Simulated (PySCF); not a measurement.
# Radial density of Gd²⁺ (gadolinium, charge +2)

LC-wPBE, [Xe] 4f6 5d1 6s1, one real determinant (an excited configuration). All numbers are calculated (PySCF 2.14, scalar relativity by spin-free X2C-1e, in x2c-TZVPPall (11s7p7d4f2g, 113 functions)).

```tsv
r (bohr)	4πr²ρ (e/bohr)	4πr²(ρα − ρβ)
0.0259	75.47	0.0018
0.0436	90.80	0.0104
0.0734	112.2	0.0248
0.123	84.59	0.1444
0.208	97.62	1.1321
0.349	42.09	4.9154
0.587	46.50	7.7945
0.988	15.33	4.2278
1.66	6.705	1.2309
2.80	0.9832	0.6295
4.70	0.1831	0.1819
7.91	5.156e-05	0.0001
13.3	2.697e-05	0.0000
```

Densities and radii are taken from the X2C orbitals without a picture-change correction, which distorts them close to the nucleus.

⟨L²⟩ = 18.03 against 30 for a pure H term, so this real determinant mixes terms. Spin-orbit coupling, absent here, splits the open shell strongly.
